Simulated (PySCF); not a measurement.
Species: C3H11N2OSi (doublet state).
Cartesian coordinates in Å at the GFN2-xTB level; atoms count from 1:
```xyz
18
C3H11N2OSi angstrom
C     -1.0566    1.1046    0.4375
C     -1.1776   -0.2917   -0.0513
C     -2.5013   -0.8898   -0.3808
O     -0.1036   -0.9099   -0.5909
Si     1.4685   -0.5574   -0.7637
N      1.7155    0.9295   -1.6097
N      2.2294   -0.2643    0.7619
H     -1.9291    1.3739    1.0279
H     -0.1559    1.2074    1.0406
H     -0.9684    1.8157   -0.3932
H     -3.1850   -0.8019    0.4637
H     -2.3752   -1.9406   -0.6297
H     -2.9753   -0.3935   -1.2376
H      1.8549   -1.7851   -1.4628
H      1.2564    1.0387   -2.4991
H      2.6471    1.3053   -1.6631
H      3.2029   -0.0103    0.7740
H      2.0445   -0.9243    1.4999
```

The hyperfine couplings belong to this conformer and change with its torsions.

Identity: `N[SiH](N)O[C](C)C` [radical].

The calculation used PySCF, UKS B3LYP, pcH-1 on C H N O Si, non-relativistic, mean-field spin-orbit, GIAO. One conformer (not necessarily the lowest) at the GFN2-xTB geometry, without solvent, vibrations or thermal averaging. Couplings are sensitive to structure, and on GFN2-xTB geometries they can be far from those on DFT ones. Stability of the SCF solution: not tested.

Question: Give the principal g shifts and their parts.

Answer: 
```csv
Δg (ppm),1,2,3
relativistic mass correction,-172,-172,-172
gauge correction,-7,36,37
orbital Zeeman/spin–orbit,-71,939,1450
total,-250,803,1315
```

So g = 2.00207, 2.00312, 2.00363 and g_iso = 2.00294; the tensor is rhombic: the two nearest values differ by 33 % of g3 − g1. Axes: g2 points within 8° of the C1–C2 bond.

Question: What are the electron Larmor frequencies g μB B/h along the three axes at 1200 mT?

Answer: 33.6257, 33.6434, 33.6520 GHz for g1, g2 and g3, a range of 26.3 MHz.

Question: What effective moment and Curie constant follow for a powder?

Answer: With the mean of g² = 4.0118 and S(S+1) = 0.75: μ_eff = √(⟨g²⟩S(S+1)) = 1.735 μB and χT = 0.12505·⟨g²⟩·S(S+1) = 0.376 cm³ K/mol (cgs; spin-Hamiltonian part alone).

Question: In a frozen sample, at which fields do the three g values resonate at 9.5, 34, 94 and 263 GHz (hyperfine left aside), and which band first spreads them over more than twice a line width of 1.0 mT?

Answer: 
| band | GHz | B(g3) mT | B(g2) mT | B(g1) mT | spread mT |
| --- | --- | --- | --- | --- | --- |
| X | 9.5 | 338.76 | 338.85 | 339.03 | 0.26 |
| Q | 34.0 | 1212.41 | 1212.72 | 1213.36 | 0.95 |
| W | 94.0 | 3351.95 | 3352.81 | 3354.57 | 2.62 |
| J | 263.0 | 9378.33 | 9380.73 | 9385.66 | 7.33 |

The spread grows in proportion to the frequency. W band is the first where it exceeds 2.0 mT.

The largest Mulliken spin populations are on C2 (+0.88), C3 (-0.08), C1 (-0.07) and H10 (+0.07). No atom but C2 exceeds +0.15. The angles at C2 add up to 357.1°, so it is nearly planar.

The HOMO–LUMO gaps are 4.67 eV among the α and 6.72 eV among the β orbitals.
